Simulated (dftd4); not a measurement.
C2H6Al (SMILES [CH3][Al][CH3]), doublet, at a GFN2-xTB geometry (such geometries of metal compounds can be far from the true shape) (the spin is typed, not shown lowest); D4 for blyp in dftd4.

The dftd4 input:
```
$ dftd4 mol.xyz --func blyp --charge 0 --json dftd4.json --noedisp --property

# file mol.xyz
9

Al     0.35199768    -0.19927276     0.39218526
C      1.16273168     0.29965867    -1.38755194
H      2.22627517     0.03493887    -1.43926309
H      1.09774163     1.37516455    -1.59155831
H      0.67263692    -0.20609115    -2.22804560
C     -1.59435430    -0.05530867     0.90665097
H     -2.23287698    -0.73254228     0.32682456
H     -1.99441749     0.95437693     0.75535734
H     -1.75559339    -0.30140102     1.96368260
```

Predict the main parts of the log of this dftd4 run.


```
                    ____  _____ _____     ____  _  _
      -------------|  _ \|  ___|_   _|---|  _ \| || |------------
     |             | | | | |_    | | ___ | | | | || |_           |
     |             | |_| |  _|   | ||___|| |_| |__   _|          |
     |             |____/|_|     |_|     |____/   |_|            |
     |             ===================================           |
     |            E. Caldeweyher, S. Ehlert & S. Grimme          |
     |          Mulliken Center for Theoretical Chemistry        |
     |                    University of Bonn                     |
      -----------------------------------------------------------

Rational (Becke-Johnson) damping: blyp-D4-ATM
---------------------
  s6         1.0000
  s8         2.3408
  s9         1.0000
  a1         0.4449
  a2         4.0933
 alp        16.0000
--------------------

Atomic data, radii in Ångström:
------------------------------------------------------
   Z          R(cov)      r4/r2   hardness         EN
------------------------------------------------------
  13 Al       1.5067     2.9910     0.2635     1.6100
   6 C        1.0000     1.6431     0.4220     2.5500
   1 H        0.4267     1.0622     0.4726     2.2000
------------------------------------------------------

Atomic reference systems (in atomic units):
----------------------------------------------------------------------------
   Z        #      CN     q+Z       C6(AA)   #      CN     q+Z       C6(AA)
----------------------------------------------------------------------------
  13 Al     1  0.0000 13.0000     552.5530   2  0.8657 13.0371     439.2396
            3  1.7326 13.0508     252.6789   4  2.6154 13.0529     148.1048
   6 C      1  0.0000  6.0000      49.3833   2  0.9189  5.8288      52.1688
            3  1.9079  5.8579      35.6972   4  2.8312  5.7775      35.8445
            5  3.7487  5.7435      28.6317   6  2.9183  5.8956      32.2504
            7  0.8556  6.2103      25.6194
   1 H      1  0.0000  1.0000       7.6362   2  0.8942  1.0000       3.0374
----------------------------------------------------------------------------

Atomic properties (in atomic units):
----------------------------------------------------------------------------
     #    Z              CN          q      C6(AA)        C8(AA)   alpha(0)
----------------------------------------------------------------------------
     1   13 Al       1.6652     0.2092    245.9925    23576.1551    36.7337
     2    6 C        3.6034    -0.3345     31.4466      909.4912     8.1884
     3    1 H        0.9237     0.0748      2.0339       24.5859     2.2302
     4    1 H        0.9237     0.0773      2.0068       24.2590     2.2154
     5    1 H        0.9237     0.0777      2.0027       24.2093     2.2131
     6    6 C        3.6034    -0.3345     31.4466      909.4912     8.1884
     7    1 H        0.9237     0.0773      2.0068       24.2590     2.2154
     8    1 H        0.9237     0.0777      2.0027       24.2093     2.2131
     9    1 H        0.9237     0.0748      2.0339       24.5859     2.2302
----------------------------------------------------------------------------

Molecular properties (in atomic units):
----------------------------------------
 molecular C6                1208.0335
 molecular C8               57158.8646
----------------------------------------

Dispersion energy:      -1.0669155242812E-02 Eh

[Info] JSON dump of results written to 'dftd4.json'
```
